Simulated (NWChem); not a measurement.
System: CH$_{3}$BF$_{2}$O; SMILES B(OC)(F)F

NWChem input:

```
start job
memory heap 200 mb stack 900 mb global 1100 mb
geometry units angstroms noautoz
  B     -0.033204     0.525496     0.000000
  F     -0.726310     1.648284     0.000000
  F      1.291509     0.609568     0.000000
  O     -0.679918    -0.644523     0.000000
  C     -0.018738    -1.887566     0.000000
  H     -0.319313    -2.457254     0.892014
  H     -0.319313    -2.457254    -0.892014
  H      1.075597    -1.771746     0.000000
end
basis spherical
  * library def2-svpd
end
dft
  xc xcamb88 1.00 lyp 0.81 vwn_5 0.19 hfexch 1.00
  cam 0.33 cam_alpha 0.19 cam_beta 0.46
  iterations 150
end
tddft
  cis
  nroots 6
  notriplet
end
task tddft energy
```

All runs use the structure optimised with PBE0/def2-SVP.

Vertical excitations in the gas phase.

**Question.** Predict the main results of this run. (CAM-B3LYP/def2-SVPD, TDA.) Quantities: lowest excitation, singlet (eV); oscillator strength of that lowest state; lowest state with f > 0.02, singlet (eV); oscillator strength of that bright state; orbital gap (eV).

**Answer.** 
```
Property                                  Result
----------------------------------------  ------
lowest excitation, singlet (eV)             8.52
oscillator strength of that lowest state   0.002
lowest state with f > 0.02, singlet (eV)    9.51
oscillator strength of that bright state   0.044
orbital gap (eV)                           11.76
```
